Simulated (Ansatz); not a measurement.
Calculated with Ansatz (gas phase, PBE0-D4/def2-TZVP geometries, no zero-point term in ΔE). CCSD(T)/CBS adds triple-zeta CCSD(T) − MP2 to the extrapolated MP2 energy (def2 sets, frozen cores). DFT in def2-TZVPP. B3LYP here is the variant with VWN-RPA as its local correlation; programs differ in this. Each species was taken in one conformer, which may not be the lowest.

Consider the redistribution: `CO[Si]OC` + `CC[Si]N` → `CO[Si]N` + `CC[Si]OC`.

`CO[Si]OC`:

Z-matrix (Å, degrees):
```
C
O 1 1.407
H 1 1.093 2 111.9
H 1 1.094 2 110.5 3 121.5
H 1 1.092 2 108.7 3 -119.8
Si 2 1.642 1 139.2 3 -33.6
O 6 1.642 2 108.4 1 -7.5
C 7 1.407 6 139.2 2 -7.5
H 8 1.092 7 108.7 6 -153.2
H 8 1.093 7 111.9 6 -33.4
H 8 1.094 7 110.5 6 88.0
```

`CC[Si]N`:

```xyz
11

C     0.764    0.863   -0.409
C    -0.717    0.572   -0.597
Si   -1.537   -0.933    0.252
N    -0.190   -1.585    1.075
H     1.385    0.034   -0.763
H     1.081    1.754   -0.957
H     1.010    1.033    0.644
H    -0.955    0.459   -1.665
H    -1.323    1.436   -0.289
H    -0.270   -2.413    1.642
H     0.751   -1.219    1.067
```

`CO[Si]N`:

```xyz
9

C    -1.212    1.009    0.663
O    -0.409    0.094   -0.044
Si    1.202   -0.131    0.287
N     1.505   -1.320   -0.897
H    -1.624    1.747   -0.030
H    -0.647    1.539    1.440
H    -2.041    0.478    1.139
H     2.414   -1.733   -1.020
H     0.813   -1.682   -1.537
```

`CC[Si]OC`:

```xyz
13

C     0.806    0.633    1.297
C     1.293   -0.257    0.147
Si    0.232   -1.849    0.060
O    -1.162   -1.344   -0.655
C    -1.607   -0.120   -1.189
H     0.755    0.082    2.241
H     1.471    1.485    1.461
H    -0.194    1.031    1.105
H     2.326   -0.569    0.335
H     1.304    0.300   -0.797
H    -2.391    0.293   -0.548
H    -0.801    0.613   -1.278
H    -2.032   -0.299   -2.179
```

```csv
level,ΔE (kJ/mol)
LDA (SPW92),13.7
B3LYP-D4,14.0
BHLYP,12.0
RPA@PBE/def2-TZVPP,8.9
MP2/def2-SVP,12.1
MP2/def2-TZVPP,10.9
CCSD(T)/def2-TZVPP,10.4
HF/CBS(def2),9.8
```

Task: What does CCSD(T)/CBS give? (Estimate.)

Result: The calculation gave: +10.9 kJ/mol. The listed levels differ from it by 2.8, 3.1, 1.1, -2.0, 1.2, 0.0, -0.5, -1.1 kJ/mol.

Largest T1 diagnostic among the species: 0.014.

Leaving LDA and LC-ωPBE aside and taking each functional with its dispersion term where it has one, the values, not all of them listed here, spread over 4.0 kJ/mol, from PBE-QIDH to BLYP-D4.
